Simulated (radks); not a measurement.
The numbers below are computed, except where a source is named.
Task: Valence configurations of N+ (all share [He]). Level of theory: scalar-relativistic Kohn-Sham, PBE, spin-polarised, spherical densities, finite nucleus; open shells are filled with parallel spins first; Fermi nuclear charge, rms radius 2.5582 fm (a radial shooting solver on a logarithmic mesh with Libxc functionals). Order these by energy: 2s2 2p2; 2s1.5 2p2.5; 2s1 2p3; 2s0.5 2p3.5; 2p4.

Result: From the lowest, in eV above it: 2s2 2p2 0.000; 2s1.5 2p2.5 3.469; 2s1 2p3 5.632; 2s0.5 2p3.5 15.148; 2p4 23.493. NIST lists [He] 2s2 2p2 as the ground configuration; this level of theory agrees among the configurations tried. The energies are those of spherical high-spin densities, not of single terms.
